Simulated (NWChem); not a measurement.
System: CuH2OF; SMILES [OH2]->[Cu][F]

```xyz
5

Cu    -0.0102    -0.1661     0.0000
F     -0.0288    -1.9101     0.0000
O      0.0174     1.7669     0.0000
H      0.4442     2.1604     0.7716
H      0.4442     2.1604    -0.7716
```
Atoms are numbered in this order, from 1.

Level: PBE0/def2-SVP (NWChem), optimised geometry, unscaled harmonic frequencies. 

Task: List the harmonic frequencies with IR intensities, and the thermochemistry.

Result: 
```csv
frequency (cm⁻¹),IR intensity (km/mol)
148,2.9
150,4.6
397,53.0
429,227.0
591,11.8
658,51.0
1611,84.1
3838,67.4
3926,168.1
```

| Property | Value |
|---|---|
| zero-point energy | 16.8 kcal/mol |
| thermal correction to the enthalpy at 298.15 K (with zero-point energy) | 20.5 kcal/mol |
| heat capacity Cv | 14.7 cal/(mol K) |
| entropy at 298.15 K and 1 atm (symmetry number 1) | 69.4 cal/(mol K) |
| dipole moment | 8.07 D |

Rigid rotor and harmonic oscillator.
